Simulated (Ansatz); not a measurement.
System: SeI₂, charge -1, multiplicity 2. SMILES of the parent species: I[Se]I
Structure (B3LYP-D3(BJ)/def2-TZVP (Ansatz, a program for electronic structure) minimum search):
```xyz
3

Se     0.0248     0.0359     0.5730
I      1.2533    -2.3650    -0.0909
I     -1.2692     2.3419    -0.2767
```
Charge -1, spin multiplicity 2.

Parts of the frozen-core correlation energy in def2-TZVPP (Ansatz, hartree). Frozen orbitals: 32; correlated occupied orbitals by spin: 11 and 10; virtual: 105 and 106. Open shells are spin-unrestricted. Spin-orbit coupling is left out. Past Kr the def2 sets carry scalar-relativistic core potentials.

```tsv
term	value
reference (HF)	-2993.26924
MP2 opposite-spin	-0.31880
MP2 same-spin	-0.10809
CCSD correlation	-0.46559
(T)	-0.02334
T1 diagnostic	0.022
largest doubles amplitude	0.061
<S^2> of the reference	0.768
```
